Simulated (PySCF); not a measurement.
Input of a run (PBE0-D3(BJ)/def2-SVP geometry optimisation, gas phase (PySCF 2.14.0)), started from GFN2-xTB:
```
{"job": {"xc": "PBE0", "basis": "def2-SVP", "d3": "d3bj", "grid": 1, "kind": "geom"}, "charge": 0, "multiplicity": 1}
C      0.319564    -0.333847     1.889943
Si     0.088954    -0.069361     0.020015
C     -0.621031    -1.602043    -0.851803
C      1.657907     0.596399    -0.826189
C     -1.252041     1.338887    -0.170233
F     -2.426396     0.970754     0.420619
F     -1.547382     1.549118    -1.486771
H      0.741540     0.543193     2.372668
H      0.987879    -1.167169     2.082576
H     -0.627093    -0.552548     2.375831
H      0.085173    -2.427236    -0.836694
H     -1.535655    -1.938327    -0.370135
H     -0.858453    -1.386346    -1.890350
H      2.051330     1.471106    -0.315620
H      1.458720     0.879556    -1.855900
H      2.441098    -0.154992    -0.837470
H     -0.985099     2.318957     0.249772
```

Output (energies in Eh, forces in Eh/bohr):
```
step   0  E = -646.79610556  max force = 0.017577
step   1  E = -646.79841115  max force = 0.006337
step   2  E = -646.79874722  max force = 0.002507
step   3  E = -646.79889970  max force = 0.000844
step   4  E = -646.79894992  max force = 0.001083
step   5  E = -646.79900175  max force = 0.000901
step   6  E = -646.79903749  max force = 0.000794
step   7  E = -646.79907533  max force = 0.000664
step   8  E = -646.79910238  max force = 0.000605
step   9  E = -646.79911645  max force = 0.000448
optimisation converged
```

Q: Summarise the run.

A: The energy falls by 0.082 eV over 10 energy and gradient evaluations, the largest force component goes from 0.0176 to 4.5e-04 Eh/bohr, and the atoms move by 0.051 Å rms after alignment. The bond that changes most is Si2–C5 (four-coordinate silicon to CHF2 carbon), which shortens by 0.031 Å. Bonds longer at the end by more than 0.005 Å: 10 of 16; shorter: 4. The energy never rose by more than 1e-6 Eh on the way. The first step brought 77 % of the lowering.

Q: What are the final bond lengths?

A: C1–Si2 1.876 Å, Si2–C3 1.873 Å, Si2–C4 1.875 Å, Si2–C5 1.923 Å, C5–F6 1.366 Å, C5–F7 1.366 Å, C1–H8 1.101 Å, C1–H9 1.101 Å, C1–H10 1.101 Å, C3–H11 1.101 Å, C3–H12 1.101 Å, C3–H13 1.101 Å, C4–H14 1.102 Å, C4–H15 1.101 Å, C4–H16 1.101 Å, C5–H17 1.108 Å. Numbering counts from 1 in the input's order; the species is TMS-CHF2, `C[Si](C)(C)C(F)F`.

The run used 152 basis functions and 60 SCF cycles in all.

No frequency check.

The values belong to the conformer `[CH3:1][Si:2]([CH3:3])([CH3:4])[CH:5]([F:6])[F:7]`: C1–Si2–C5–F6 -61°.
